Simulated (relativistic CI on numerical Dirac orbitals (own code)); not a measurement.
## V⁴⁺ in a cubic cluster: 3s photoemission with charge transfer

Computed with a charge-transfer multiplet model of a cubic metal-ligand cluster with up to 2 ligand holes, Slater and spin-orbit integrals from Dirac-Coulomb-Breit ions, Slater integrals scaled by 0.8. The ground state mixes d1 with configurations of k ligand holes L, whose averages lie at kΔ + k(k − 1)U_dd/2; a core hole lowers each added d electron by U_cd. 20 K, Lorentzian 1.4 eV and Gaussian 0.8 eV FWHM.

Atomic integrals in eV (Slater integrals scaled, ζ unscaled), ground: F2dd 8.057, F4dd 5.049, zeta_d 0.029; with the core hole: F2dd 8.057, F4dd 5.049, zeta_d 0.035, G2cd 9.386. Where a configuration has fewer than two d electrons, the dd integrals are those of d2.

Cluster parameters (eV): Δ = 1.4, U_dd = 5, U_cd = 5.8, 10Dq = 0.6, 10Dq(ligand) = 0.9, final-state hopping factor = 1.

| Case | n_d | d1 | d2L | d3L2 | S |
| --- | --- | --- | --- | --- | --- |
| V(eg) = 2.75 eV, V(t2g) = -1.39 eV | 1.84 | 0.31 | 0.53 | 0.15 | 0.50 |
| V(eg) = 3.05 eV, V(t2g) = -1.54 eV | 1.86 | 0.30 | 0.53 | 0.16 | 0.50 |
| V(eg) = 3.35 eV, V(t2g) = -1.69 eV | 1.88 | 0.29 | 0.53 | 0.17 | 0.50 |
| V(eg) = 3.65 eV, V(t2g) = -1.84 eV | 1.90 | 0.29 | 0.53 | 0.18 | 0.50 |
| V(eg) = 3.95 eV, V(t2g) = -1.99 eV | 1.91 | 0.28 | 0.53 | 0.19 | 0.50 |

Weights, n_d and S are thermal averages at 20 K. Binding energies count from the first peak over 30 % of the highest in each spectrum, which can be another peak from case to case. The parameters are a model scan and need not match a compound or its usual spin state. Peaks in eV (height, largest 100):
- V(eg) = 2.75 eV, V(t2g) = -1.39 eV: 0.0 (100), 3.8 (36), 7.8 (12), 13.0 (8)
- V(eg) = 3.05 eV, V(t2g) = -1.54 eV: 0.0 (100), 3.8 (36), 8.2 (9), 14.1 (7)
- V(eg) = 3.35 eV, V(t2g) = -1.69 eV: 0.0 (100), 3.8 (36), 8.7 (8), 15.2 (6)
- V(eg) = 3.65 eV, V(t2g) = -1.84 eV: 0.0 (100), 3.7 (36), 6.9 (7), 9.1 (6), 16.3 (5)
- V(eg) = 3.95 eV, V(t2g) = -1.99 eV: 0.0 (100), 3.7 (36), 7.5 (6), 9.6 (5)

Curve for V(eg) = 3.65 eV, V(t2g) = -1.84 eV (points under 2 left out, the grid thinned):

(E (eV), Intensity): (-3.8, 4.3), (-3.3, 5.7), (-2.9, 7.2), (-2.4, 10.3), (-1.9, 16.0), (-1.5, 24.4), (-1.0, 45.2), (-0.5, 79.8), (-0.1, 99.4), (0.4, 83.9), (0.9, 49.5), (1.4, 28.4), (1.8, 20.8), (2.3, 18.1), (2.8, 21.6), (3.2, 28.7), (3.7, 35.6), (4.2, 29.6), (4.6, 20.4), (5.1, 12.2), (5.6, 8.4), (6.0, 7.3), (6.5, 7.0), (7.0, 7.1), (7.4, 6.8), (7.9, 6.3), (8.4, 5.9), (8.8, 6.1), (9.3, 6.2), (9.8, 5.4), (10.2, 4.5), (10.7, 3.5), (11.2, 2.8), (11.6, 2.4), (14.8, 2.2), (15.3, 3.2), (15.8, 4.7), (16.2, 5.4), (16.7, 5.0), (17.2, 3.8), (17.6, 2.9), (18.1, 2.1), (19.6, 2.2), (20.0, 2.3), (20.5, 2.0)

For the case V(eg) = 3.35 eV, V(t2g) = -1.69 eV, Δ = 1.4 eV is smaller than U_dd = 5 eV, the charge-transfer side of the Zaanen-Sawatzky-Allen scheme. With the core hole the average of the configuration with one ligand hole lies at Δ − U_cd = -4.4 eV before mixing: the effective hopping of about 7.2 eV (from the holes of the mixed ground state) is comparable with this gap or larger, so the configurations mix strongly.

With at most 2 ligand holes the space is cut while the next configuration still counts, so covalency is underestimated, and a final configuration with one more ligand hole, which can lie low, is missing from the spectra.

Without intra-shell correlation the exchange splitting of the 3s hole comes out too large.
